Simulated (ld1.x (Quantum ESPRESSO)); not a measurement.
**Scattering properties, PAW potential for Fe**

ld1.x (Quantum ESPRESSO) 7.5 input, shortened:

```
&input
   title='Fe', zed=26., rel=1, dft='PZ', iswitch=3,
   config='[Ar] 3d6 4s1 4p0'
 /
 &inputp
   pseudotype=3, lpaw=.true., tm=.true., lloc=-1, rcloc=2.25,
   nlcc=.true., new_core_ps=.true.,
   which_augfun='PSQ', rmatch_augfun=1.20
 /
6
4S  1  0   1.00   0.00  1.90  2.35  0.0
4S  1  0   0.00   0.20  1.90  2.35  0.0
3P  2  1   6.00   0.00  1.25  1.45  0.0
4P  3  1   0.00   0.00  1.25  1.45  0.0
3D  3  2   6.00   0.00  1.55  1.95  0.0
3D  3  2   0.00  -0.85  1.55  1.95  0.0
 &test
   configts(1)='3p6 3d6 4s1 4p0'
 /
```

The phase is arctan(r·u′/u) with u = r·R(r), unwrapped; energies in Ry, scanned from -7 to 5 Ry. A pole is an energy at which the radial function vanishes at the test radius. The pseudo phase is shifted by a multiple of π to meet the all-electron one at the reference energy, and phase errors are pseudo minus all-electron; the curves can meet again beyond the range given. Levels narrower than the energy grid can be missing from the lists of poles.

Question: For each channel, where are the poles, and over which energies does the pseudopotential scatter like the atom?

Answer:

```tsv
channel	radius (bohr)	reference energy (Ry)	poles, all-electron	poles, pseudo	unbroken range about the reference energy with phases within 0.05 rad	phase error 1 Ry above the reference energy (rad)
s	2.55	-0.93	1.01	1.01, 4.71	below 3.3	+0.000
p	2.55	-0.55	-5.02, 2.02	-5.02, 2.04	the whole range	+0.001
d	2.55	-1.20	-1.06, 3.76	-1.06, 3.95	the whole range	+0.000
```

Phases in the p channel:

| E (Ry) | all-electron | pseudo |
| --- | --- | --- |
| -7.00 | 1.407 | 1.407 |
| -6.48 | 1.399 | 1.399 |
| -5.96 | 1.388 | 1.388 |
| -5.44 | 1.369 | 1.369 |
| -4.92 | -1.725 | -1.725 |
| -4.40 | -1.775 | -1.775 |
| -3.88 | -1.798 | -1.798 |
| -3.36 | -1.823 | -1.823 |
| -2.84 | -1.857 | -1.856 |
| -2.32 | -1.905 | -1.905 |
| -1.80 | -1.982 | -1.982 |
| -1.28 | -2.129 | -2.129 |
| -0.76 | -2.496 | -2.496 |
| -0.24 | -3.479 | -3.479 |
| 0.28 | -4.235 | -4.234 |
| 0.80 | -4.498 | -4.497 |
| 1.32 | -4.619 | -4.618 |
| 1.84 | -4.692 | -4.691 |
| 2.36 | -4.746 | -4.744 |
| 2.88 | -4.793 | -4.791 |
| 3.40 | -4.842 | -4.837 |
| 3.92 | -4.900 | -4.892 |
| 4.44 | -4.985 | -4.969 |
| 4.96 | -5.138 | -5.098 |
